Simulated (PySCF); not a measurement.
# Identify the compound

The spectra below were simulated for a compound C6H16N2Si.

¹H NMR (600 MHz, computed): δ 3.76 (d, 3H), 3.41 (m, 1H), 3.24 (m, 1H), 2.81 (s, 3H), 2.76 (s, 3H), 2.33 (m, 1H), 1.95 (m, 1H), 1.94 (m, 1H), 1.10 (m, 1H), 1.10 (m, 1H).

¹³C{¹H} NMR (computed): δ 45.2 (CH2), 42.8 (CH3), 42.0 (CH3), 41.1 (CH), 22.0 (CH2), 21.5 (CH2).

- structure optimised with GFN2-xTB
- shieldings: GIAO PBE0/pcSseg-1
- program: PySCF
- one averaged value for each set of equivalent atoms, non-relativistic Hamiltonian, gas phase, one conformer

Referencing at the same level of theory: ¹H and ¹³C vs TMS.

Task: Choose the structure that fits.
A. C/C(=N\N[SiH3])C(C)(C)C
B. CN1CCC[C@H]([SiH3])N1C
C. C=CN(NC)[Si](C)(C)C
D. C[C@@H]1CCCN(C)N1[SiH3]

Result: B. 

Rings plus π bonds: 1 (1 ring in the answer). 6 carbon signals for 6 carbons: no two carbons are equivalent. Carbon types of the structure: 1 × CH, 3 × CH2, 2 × CH3, leaving 3 H on heteroatoms. δC 42.8, 42.0: methyl carbon bonded to N; deshielded by the electronegative neighbour. δC 41.1: sp3 CH bonded to N and Si; pulled downfield by the heteroatom. δC 22.0, 21.5: sp3 CH2 in a ring; aliphatic region, no heteroatom directly attached. δH 3.24: hydrogen on an sp3 CH bonded to N and Si; its carbon carries N, an electronegative neighbour. δH 2.81, 2.76: hydrogen on a methyl carbon bonded to N; its carbon carries N, which withdraws density.

The others: C=CN(NC)[Si](C)(C)C would give 4 carbon signals, not 6; C/C(=N\N[SiH3])C(C)(C)C would give 4 carbon signals, not 6; C[C@@H]1CCCN(C)N1[SiH3] has carbons computed at 52.5, 46.8, 42.1, 36.2, 24.4, 22.0.

Shifts are as computed. Against solution values, carbons near 30 ppm lie about +3 ppm off and those near 130 ppm about +5 ppm. Of 1211 compounds with measured shifts, 218 miss one by over three times the rms of a fit or turn the order of signals round; such compounds aren't used in these exercises. Multiplicities follow the n + 1 count of equivalent neighbours, as no J values were calculated; m marks all less simple cases, F and P coupling included.
